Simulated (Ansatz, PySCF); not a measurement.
Gas-phase reaction (SMILES): CCC[Si](O)(O)O + S (H2S) → O[Si](O)(O)S [thiosilicic acid] + CCC; hydrogen sulfide cleaves one Si-C bond, a model of a ligand-exchange step.

Each molecule is optimised on its own at B3LYP-D3(BJ)/def2-TZVP (Ansatz, an electronic-structure program), one conformer each, not searched for the lowest. Correlated levels leave the core frozen unless marked. No spin-orbit coupling. Non-relativistic. Basis-set limits of correlation are two-point, X^-3; Hartree-Fock from the larger set. [CCSD(T)-MP2]/basis is that difference in the basis named. Thermal terms are rigid-rotor harmonic-oscillator values from B3LYP-D3(BJ) frequencies (Ansatz or PySCF) at 298.15 K and 1 atm. 1 Eh = 627.5095 kcal/mol.

| species | E, RI-MP2/CBS(cc-pV(T+d)Z,cc-pV(Q+d)Z)+[CCSD(T)-MP2]/cc-pV(T+d)Z (Ansatz) (Eh) | E, wB97X-V/def2-TZVPD (Ansatz) (Eh) | H - E (Eh) |
|---|---|---|---|
| CCC[Si](O)(O)O | -634.95978 | -635.68804 | 0.14830 |
| S (H2S) | -398.96967 | -399.34268 | 0.01881 |
| O[Si](O)(O)S | -914.97516 | -915.90816 | 0.06153 |
| CCC | -118.97835 | -119.14659 | 0.10859 |

Problem. Work out ΔE and ΔH at 298.15 K at the first level, then ΔH at the second.

Solution. 
1. ΔE = [(-914.97516) + (-118.97835)] - [(-634.95978) + (-398.96967)] = -0.02406 Eh = -15.1 kcal/mol at RI-MP2/CBS(cc-pV(T+d)Z,cc-pV(Q+d)Z)+[CCSD(T)-MP2]/cc-pV(T+d)Z.
2. The terms H - E add up to 0.00301 Eh, so ΔH = (-0.02406 + (0.00301))×627.5095 = -13.2 kcal/mol.
3. At wB97X-V/def2-TZVPD the same steps give ΔE = -15.1 and ΔH = -13.2 kcal/mol, a shift of +0.0 from the first level.
4. These values are not checked against measurement here, since the tables used lack a sound gas-phase enthalpy of formation for at least one species.
